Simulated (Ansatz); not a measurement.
cyclo-(SbH)3 (Sb3H3). Charge 0, multiplicity 1. Geometry PBE-D4/def2-SVP.

Cartesian coordinates in Å:
```
Sb -1.285 -1.253 -0.561
Sb -1.046 1.076 1.134
Sb 0.940 -1.020 1.269
H -0.386 -0.484 -1.830
H -0.139 1.925 -0.076
H 1.915 -0.243 0.065
```

In the def2 sets Sb takes a core potential; there is no spin–orbit coupling.

**Question.** Estimate the orbital energies around the gap (eV) in Ansatz with PBE-D4/def2-TZVP, revPBE-D4/def2-TZVP, BLYP-D4/def2-TZVP, PBE0-D4/def2-SVP, CAM-B3LYP-D4/def2-TZVP.

**Answer.** 
```tsv
orbital	PBE-D4/def2-TZVP	revPBE-D4/def2-TZVP	BLYP-D4/def2-TZVP	PBE0-D4/def2-SVP	CAM-B3LYP-D4/def2-TZVP
HOMO−13	-32.69	-32.66	-32.55	-35.79	-37.17
HOMO−12	-32.69	-32.66	-32.55	-35.79	-37.17
HOMO−11	-32.67	-32.64	-32.53	-35.77	-37.13
HOMO−10	-32.67	-32.64	-32.53	-35.77	-37.13
HOMO−9	-32.64	-32.60	-32.49	-35.73	-37.10
HOMO−8	-15.28	-15.20	-15.10	-17.18	-18.91
HOMO−7	-12.76	-12.69	-12.64	-14.32	-15.93
HOMO−6	-12.76	-12.69	-12.64	-14.32	-15.93
HOMO−5	-8.73	-8.68	-8.54	-10.01	-11.30
HOMO−4	-7.13	-7.09	-7.00	-8.22	-9.48
HOMO−3	-7.13	-7.09	-7.00	-8.22	-9.48
HOMO−2	-6.65	-6.58	-6.44	-7.54	-8.60
HOMO−1	-5.78	-5.71	-5.58	-6.59	-7.61
HOMO	-5.78	-5.71	-5.58	-6.59	-7.61
LUMO	-2.30	-2.23	-2.17	-1.64	-0.85
LUMO+1	-2.00	-1.92	-1.91	-1.20	-0.50
LUMO+2	-2.00	-1.92	-1.91	-1.20	-0.50
LUMO+3	-1.83	-1.74	-1.72	-0.94	-0.14
LUMO+4	0.06	0.12	0.12	1.12	1.80
LUMO+5	0.06	0.12	0.12	1.12	1.80
```
